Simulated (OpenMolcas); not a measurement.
## d5 ions of charge +3 down a group with 4 chloride ligands in tetrahedral coordination

```yaml
Program: OpenMolcas 26.06
Method: SS-CASPT2, IPEA 0.25 Eh, imaginary shift 0.1 Eh
Spin-orbit_coupling: RASSI with atomic mean-field integrals over the reference wave functions
```

The d shell is active; CASPT2 correlates the ligand valence shells and the outer metal core. Anionic complexes are neutralised by point charges behind the ligands. Distances were set from a Shannon-type radius of the metal (high-spin where two are listed) plus a fixed donor radius (Cl 1.76 Å). Ligand basis ANO-RCC-VDZP, DKH2 Hamiltonian. States (labels of Td). Energies in cm-1 above the lowest state or level, χT in cm3 K/mol. Spin-only χT is S(S+1) / 2 for the spin of the ground state.

```json
{"Ion": "Fe3+", "Shell": "3d5", "R (Å)": "2.25", "Metal basis": "ANO-RCC-VTZP", "Outer charge (e at Å behind ligand)": "0.25 at 3.2", "Ground state": "6A1", "First gap with spin-orbit (degeneracies)": "17410 (6, 4)", "χT at 300 K": "4.384", "First state of another spin": "4T1 17460", "Spin-only χT": "4.375"}
{"Ion": "Ru3+", "Shell": "4d5", "R (Å)": "2.31", "Metal basis": "ANO-RCC-VDZP", "Outer charge (e at Å behind ligand)": "0.25 at 2.6", "Ground state": "6A1", "First gap with spin-orbit (degeneracies)": "4 (2, 4)", "χT at 300 K": "4.256", "First state of another spin": "2T2 6190", "Spin-only χT": "4.375"}
```

The rows also differ in their metal basis and outer charges, so part of each step comes from that.

Every ion keeps the highest spin of its shell. χT departs most from the spin-only value for Ru3+, by -0.119 cm3 K/mol.

Roots that are degenerate in the reference are averaged as groups; the widest CASPT2 spread within a group is 740 cm-1 (the 3-fold group of multiplicity 4 near 6250 cm-1 above the lowest state of its run, Ru3+). Shifts and gaps below about the spread of the groups concerned are not significant. Over all roots computed the reference weight is 0.65 to 0.73 in Fe3+, 0.67 to 0.72 in Ru3+; the roots of lowest weight are the least certain, and an intruder state may touch them. Ligand-to-metal charge-transfer states are missing. With no ligand orbital active B as a rule stays too high, so bands that hang on it stand too high and its fall with covalency is understated. With one d shell and no ligand orbital active, 10Dq can be off by a tenth or more. The least metal-like active orbital is 80 % on the metal (Löwdin) and no ligand orbital is active, so the numbers are rough (holds for Ru3+). These CASPT2 states fit no ligand-field parameters well, so their order and spin gaps are uncertain (holds for Ru3+). No measured value stands beside these numbers; the geometry is a model, was not optimised and need not be the one that this ion takes.
